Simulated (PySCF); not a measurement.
## Computed properties of GeH4, SMILES [GeH4]

GeH4, SMILES [GeH4]. The structure is a stationary point at ωB97X-D3(BJ)/def2-TZVPD. The isomer is the one that the SMILES or the coordinates give; other isomers of the formula were not compared. The values are those of a single conformer. All values are computed for the isolated molecule unless a solvent is named; none is compared with measurement here.

**Structure.** The optimised structure has Td symmetry. All 9 harmonic modes at ωB97X-D3(BJ)/def2-TZVPD (PySCF) are real, so it is a minimum.

**Vibrations.** The strongest infrared lines (harmonic, unscaled, degenerate partners summed) lie at 2196 cm⁻¹ (432 km/mol, H 98 %), 843 cm⁻¹ (337 km/mol, H 96 %). The softest mode is at 843 cm⁻¹ and the zero-point energy is 18.9 kcal/mol.

**Electronic structure.** HF/def2-TZVPD (PySCF) places the frontier levels at -12.87 and 2.09 eV, a gap of 14.96 eV, and gives a dipole moment of 0.00 D and a mean polarisability of 33.0 bohr³.

**Excitations.** TDDFT-B3LYP/def2-TZVPD (PySCF) has S1 at 8.50 eV (146 nm, f = 0.408, bright); the most intense of the 10 singlets computed lies at 8.50 eV (f = 0.41). Strengths of degenerate partners are summed. T1 (TDA) is at 7.87 eV. No vertical singlet excitation falls in the visible range (under 3.1 eV).

**NMR.** GIAO shifts at B3LYP/pcSseg-2 (PySCF) (non-relativistic, atoms alike by connectivity averaged): ¹H at 3.8 ppm against TMS.
